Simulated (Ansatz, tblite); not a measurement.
Spin states of Sn₂Ge₂, each relaxed with PBE0-D4/def2-SVP in Ansatz. Electronic energies in the gas phase.

In the def2 sets Sn takes a core potential; there is no spin–orbit coupling. The xTB rows come from tblite. The structure comes from a short search, and lower isomers may exist.

Singlet geometry (Cs within 0.1 Å):

Cartesian coordinates in Å:
```
Ge -1.157 0.422 0.202
Ge -0.666 -1.690 1.207
Sn 1.396 -0.627 -0.176
Sn 0.427 1.895 -1.233
```

Triplet geometry (Cs within 0.1 Å):

```xyz
4

Ge   -0.445    0.008   -1.271
Ge   -1.577    1.322    0.326
Sn    0.403    0.092    1.523
Sn    1.620   -1.422   -0.578
```

Quintet geometry:

| atom | x (Å) | y (Å) | z (Å) |
| --- | --- | --- | --- |
| Ge1 | -1.104 | -0.939 | 0.645 |
| Ge2 | 0.726 | 0.200 | 1.851 |
| Sn3 | 0.832 | 1.464 | -0.531 |
| Sn4 | -0.453 | -0.725 | -1.965 |

⟨S²⟩: triplet 2.05 at PBE0-D4/def2-TZVP (pure 2.00), quintet 6.02 at PBE0-D4/def2-TZVP (pure 6.00).

Run but left out: HF/STO-3G (singlet: restricted singlet, unstable in another Hartree–Fock run and untested here); HF/def2-TZVP (singlet: restricted singlet, unstable towards broken spin symmetry); MP2/def2-TZVP (triplet: ⟨S²⟩ 2.39, where a pure state has 2.00); MP2/def2-TZVP (quintet: ⟨S²⟩ 6.22, where a pure state has 6.00).

Only these spin states were relaxed. The quintet has other bonds than the singlet, so the gap mixes isomer and spin.

Problem. Estimate which spin state lies lowest at each of these levels, and by how much: GFN1-xTB; GFN2-xTB; LDA (SPW92)/def2-TZVP; PBE-D4/def2-TZVP; revPBE-D4/def2-TZVP; r2SCAN-D4/def2-TZVP; PBE0-D4/def2-TZVP.

Solution. 
```csv
level,triplet − singlet (kcal/mol),quintet − singlet (kcal/mol),lowest of these
GFN1-xTB,17.3,58.9,singlet
GFN2-xTB,32.9,66.7,singlet
LDA (SPW92)/def2-TZVP,19.8,58.3,singlet
PBE-D4/def2-TZVP,18.0,49.5,singlet
revPBE-D4/def2-TZVP,17.6,46.5,singlet
r2SCAN-D4/def2-TZVP,15.0,46.0,singlet
PBE0-D4/def2-TZVP,17.8,47.9,singlet
```

Change of the quintet − singlet gap on mixing in exact exchange, in kcal/mol: PBE to PBE0 (25 % exact exchange) -1.6. The xTB methods have no spin-polarisation term.
